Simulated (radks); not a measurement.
Xe II, 53 electrons, occupied as [Kr] 4d10 5s2 5p5. Calculated with a radial shooting solver on a logarithmic mesh with Libxc functionals: scalar-relativistic Kohn-Sham, r2SCAN, spin-polarised, spherical densities, finite nucleus; open shells are filled with parallel spins first (spin-orbit coupling, left out, can overturn this in heavy ions); meta-GGA in the generalised Kohn-Sham scheme; Fermi nuclear charge, rms radius 4.7859 fm. Some entries of the table are withheld. Estimate them.

| orbital | occ. | eigenvalue (Ry) | r(max) (bohr) |
|---|---|---|---|
| 1s up | 1 | -2531.390 | 0.01716 |
| 1s down | 1 | -2531.385 | 0.01716 |
| 2s up | 1 | -395.8752 | 0.09691 |
| 2s down | 1 | -395.8745 | 0.09691 |
| 2p up | 3 | -355.0618 | 0.07782 |
| 2p down | 3 | -355.0589 | 0.07782 |
| 3s up | 1 | -82.06908 | 0.2785 |
| 3s down | 1 | -82.06676 | 0.2785 |
| 3p up | 3 | -68.80343 | 0.2726 |
| 3p down | 3 | -68.80022 | 0.2726 |
| 3d up | 5 | -49.15994 | 0.2263 |
| 3d down | 5 | -49.15653 | 0.2263 |
| 4s up | 1 | -15.60342 | 0.6614 |
| 4s down | 1 | -15.59589 | 0.6616 |
| 4p up | 3 | (1) | 0.6934 |
| 4p down | 3 | (2) | 0.6936 |
| 4d up | 5 | -5.20220 | 0.7478 |
| 4d down | 5 | -5.19232 | 0.7479 |
| 5s up | 1 | -2.22076 | 1.622 |
| 5s down | 1 | -2.15138 | 1.620 |
| 5p up | 3 | -1.30679 | 1.874 |
| 5p down | 2 | -1.23967 | 1.872 |

Answer. 
(1) 4p up eigenvalue (Ry): -11.37974
(2) 4p down eigenvalue (Ry): -11.37300
